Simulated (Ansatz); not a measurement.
Mulliken charges of `O[Si](F)(F)O[SiH3]` from B3LYP/def2-TZVPP in Ansatz (PBE0-D4/def2-TZVP geometry).

```
atom   x (Å)   y (Å)   z (Å)  charge (e)
  O1  -1.910   0.652   1.317      -0.367
 Si2  -0.327   0.580   1.025       0.898
  F3   0.305   2.027   0.957      -0.307
  F4   0.436  -0.151   2.202      -0.308
  O5  -0.107  -0.192  -0.348      -0.329
 Si6   0.784  -0.866  -1.549       0.399
  H7  -2.217   1.093   2.109       0.194
  H8  -0.151  -1.364  -2.583      -0.061
  H9   1.688   0.158  -2.128      -0.059
 H10   1.583  -1.988  -0.999      -0.060
```

Task: By hand: the dipole of these point charges (1 e Å = 4.8032 D).

Result: Σ q r = (-0.088, -0.171, -0.286) e Å, of length 0.345 e Å = 1.66 D.

Task: How does the dipole of the full density compare? (Best estimate.)

Result: The calculation gave: (-0.130, -0.009, 0.002) e Å, 0.63 D; the point charges give 2.63 times that, at 74° from its direction.

Point charges leave out the atoms' own dipoles, such as those of lone pairs, and Mulliken's split depends on the basis, so the two needn't agree.

B3LYP here is the variant with VWN-RPA as its local correlation; programs differ in this.
